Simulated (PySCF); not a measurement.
**Electron correlation in Rh (rhodium, neutral)**

[Kr] 4d8 5s1, high-spin 4F determinant. Calculation: PySCF 2.14, in def2-QZVPPD with the def2 core potential (28 electrons); a scalar-relativistic core potential. Frozen: 4s2 4p6; 9 electrons correlated.

MP2 pair energies summed by pair of shells (mhartree):

```
 pair   energy  share (%)
4d-4d  -229.63       87.0
4d-5s   -34.19       13.0
```

Total MP2 correlation energy: -263.82 mhartree.

Same-spin part -101.42 and opposite-spin part -162.39 mhartree; SCS-MP2 scales them by 1/3 and 6/5 to -228.68 mhartree.
